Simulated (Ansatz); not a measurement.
Program: Ansatz. Geometries: PBE0-D4/def2-TZVP. ΔE: electronic, gas phase. CCSD(T)/CBS adds triple-zeta CCSD(T) − MP2 to the extrapolated MP2 energy (def2 sets, frozen cores). DFT in def2-TZVPP. B3LYP here is the variant with VWN-RPA as its local correlation; programs differ in this. Elements past krypton have def2 core potentials. For In outer-core shells are correlated without core-valence functions, which leaves a few kJ/mol of doubt a bond. Each species was taken in one conformer, which may not be the lowest.

`CCSS[SiH3]` + `[OH][In]([F])[SH]` → `[F][In]([SH])[O][SiH3]` + `CCSS`  (ligand exchange at the Si–S bond)

```
             level  ΔE (kcal/mol)  difference from CCSD(T)/CBS
            PBE-D4           -5.1                          4.7
         r2SCAN-D4           -8.6                          1.2
           PBE0-D4           -6.9                          2.9
          B3LYP-D4           -9.5                          0.3
           ωB97X-V          -10.0                         -0.2
           ωB97M-V           -9.6                          0.2
            B2PLYP          -10.9                         -1.1
               PBE           -6.0                          3.8
            r2SCAN           -8.8                          1.0
              PBE0           -7.8                          2.0
             B3LYP          -11.0                         -1.2
     HF/def2-TZVPP          -16.7                         -6.9
    MP2/def2-TZVPP           -9.7                          0.1
SCS-MP2/def2-TZVPP          -11.5                         -1.7
   CCSD/def2-TZVPP          -11.8                         -2.0
CCSD(T)/def2-TZVPP          -10.7                         -0.9
     HF/def2-QZVPP          -17.3                         -7.5
    MP2/def2-QZVPP           -9.4                          0.4
SCS-MP2/def2-QZVPP          -11.2                         -1.4
      HF/CBS(def2)          -17.4                         -7.6
     MP2/CBS(def2)           -8.9                          0.9
    CCSD/CBS(def2)          -11.0                         -1.2
       CCSD(T)/CBS           -9.8                            0
```

Largest T1 diagnostic among the species: 0.016.

The D4 term adds +1.6 kcal/mol with B3LYP and +0.8 kcal/mol with PBE0; it sums over pairs of atoms, weighted by their polarisabilities, and B3LYP, whose exchange is more repulsive, gets the larger term. In def2-TZVPP, CCSD(T) changes the Hartree–Fock value by +6.0 kcal/mol (the triples alone add +1.2 kcal/mol) and MP2 by +7.0 kcal/mol.
